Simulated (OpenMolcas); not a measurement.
## Mn2+ in LiF

Mn2+ with its 6 nearest fluoride ions at 2.096 Å, on the Li site of LiF (a = 4.028 Å, distance in the model lattice 2.014 Å). The rest of the host is ab initio model potentials to 7.6 Å and point charges beyond; the distance is set by hand and nothing relaxes, and no local charge compensation is placed. Ligand basis ANO-RCC-VDZP.

```
Program             : OpenMolcas
Method              : SS-CASPT2, IPEA 0.25 Eh, imaginary shift 0.1 Eh (closed shells correlated: 3s 3p and the ligand valence shells)
Basis               : ANO-RCC-VDZP [5s4p2d1f]
Scalar Hamiltonian  : DKH2, point nucleus
Active space        : 5 electrons in 5 orbitals (3d)
State averaging     : 2S+1 = 6 even, 1 root; 2S+1 = 4 even, 24 roots; 2S+1 = 2 even, 75 roots
Spin-orbit coupling : RASSI with atomic mean-field integrals over the reference wave functions
```

The lowest spin-free states (labels of O, the rotations of Oh), above the lowest:

```tsv
State	Degeneracy	E (cm-1)	Free-ion L (%)
6A1	1	0	S (100)
4T1	3	19770	G (64)
4T2	3	23840	G (85)
2T2	3	25600	I (41)
4E	2	27080	G (100)
4A1	1	27290	G (100)
4T2	3	29690	D (81)
2A2	1	31210	I (65)
4E	2	32720	D (100)
2T1	3	32770	I (70)
2T2	3	33510	I (66)
2E	2	35020	I (69)
4T1	3	38310	P (64)
2E	2	38620	D (56)
2T1	3	38770	F (48)
2A1	1	39190	I (99)
2T2	3	39980	I (55)
2T2	3	43110	G (46)
4A2	1	45110	F (100)
2A1	1	45490	G (98)
```

The lowest levels with spin-orbit coupling:

```tsv
E (cm-1)	Degeneracy	Label	2S+1	g
0	6		6	
19710	2	Γ7	4	2.39 2.39 2.39
19730	4	Γ8	4	
19790	4	Γ8	4	
19840	2	Γ6	4	2.92 2.92 2.92
23720	2	Γ7	4	1.94 1.94 1.94
23780	4	Γ8	4	
23910	2	Γ6	4	3.44 3.44 3.44
23910	4	Γ8	4	
25310	2	Γ7	2	2.59 2.59 2.59
25800	4	Γ8	2	
27070	2	Γ7	4	2.05 2.05 2.05
27070	4	Γ8	4	
27080	2	Γ6	4	1.88 1.88 1.88
27280	4	Γ8	4	
29530	4	Γ8	4	
29540	2	Γ6	4	1.84 1.84 1.84
29790	4	Γ8	4	
29900	2	Γ7	4	3.66 3.66 3.66
31280	2	Γ7	2	2.33 2.33 2.33
```

Powder χT (cm3 K/mol): 4.39 at 2 K, 4.39 at 10 K, 4.39 at 50 K, 4.39 at 100 K, 4.39 at 200 K, 4.39 at 300 K. The effective moment at 300 K is 2.828 √(χT) = 5.92 μB.

The lowest level has 2S+1 = 6, for which the spin-only value is χT = S(S+1) / 2 = 4.375 cm3 K/mol (g = 2). The computed 4.386 at 300 K differs by +0.011, little more than the free-electron g of 2.0023 accounts for.

Roots that are degenerate in the reference are averaged as groups; the widest CASPT2 spread within a group is 150 cm-1 (the 3-fold group of multiplicity 2 near 25600 cm-1 above the lowest state of its run). Shifts and gaps below about the spread of the groups concerned are not significant. Over all roots computed the reference weight is 0.74 to 0.76; a low but even weight reflects the number of correlated electrons. Ligand-to-metal charge-transfer states are missing. These CASPT2 states fit no ligand-field parameters well, so their order and spin gaps are uncertain. With no ligand orbital active B as a rule stays too high, so bands that hang on it stand too high and its fall with covalency is understated. With one d shell and no ligand orbital active, 10Dq can be off by tens of per cent for divalent 3d ions, low with halides held by bare charges and at times high in hosts. Free-ion shares, where given, are those of the reference states; single-state CASPT2 does not remix them. No measured value stands beside these numbers; the geometry was set by hand and not optimised.
